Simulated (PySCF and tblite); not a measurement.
Values are calculated unless marked as measured or tabulated.
C₅H₇F₃S, numbered as in [F:1][C:2]([F:3])([F:4])[C@@H:5]1[CH2:6][CH2:7][CH2:8][S:9]1. Geometries GFN2-xTB; weights from CAM-B3LYP-D3(BJ)/pcSseg-1 energies and GFN2-xTB thermal corrections, with symmetry numbers and mirror pairs. Conformers within 2.5 kcal/mol (GFN2-xTB free energy) were kept, 6 at most. GIAO shieldings: CAM-B3LYP/pcSseg-1. Shifts are against TMS (¹H), TMS (¹³C), CFCl3 (¹⁹F) at the same level; of two unlike H on one atom, a is the less shielded. Programs: PySCF with density fitting and tblite.

The 5-ring runs over atoms 5–6–7–8–9.

```json
{"conformer": "1", "shape": "5-ring between envelope and twist (ring torsions -48, 40, -19, -8, 33°)", "point group": "C1", "mirror pair": "no", "ΔE(DFT)": "0.00", "Δ(G−E) at 250 K": "0.00", "δ H6a (ppm)": "2.38"}
{"conformer": "2", "shape": "5-ring envelope (ring torsions 48, -45, 24, 3, -29°)", "point group": "C1", "mirror pair": "no", "ΔE(DFT)": "0.72", "Δ(G−E) at 250 K": "-0.15", "δ H6a (ppm)": "1.74"}
```

Energies in kcal/mol; the thermal term leaves out symmetry numbers and mirror images.

Problem. Work out the weights at 250 K and the ¹H shift of H6a under fast exchange.

Solution. RT = 0.497 kcal/mol. Each conformer gets RT ln(σ/g), with σ the rotational symmetry number and g = 2 for a mirror pair: 1: σ = 1, g = 1, G = 0.00 + 0.00 + 0.00 = 0.00, 0.00 above the lowest, exp(−ΔG/RT) = 1.000; 2: σ = 1, g = 1, G = 0.72 − 0.15 + 0.00 = 0.58, 0.58 above the lowest, exp(−ΔG/RT) = 0.313. The sum is 1.313, so the weights are 76.2, 23.8 %. The averaged shift is 2.22 ppm. At 298.15 K it is 2.20 ppm. At 298.15 K the leading conformer alone gives 2.38 ppm and bare DFT energies give 2.23 ppm.


Conformer gaps in pcSseg-1 on xTB geometries can be 2 kcal/mol off for S=O, P=O and other polar bonds.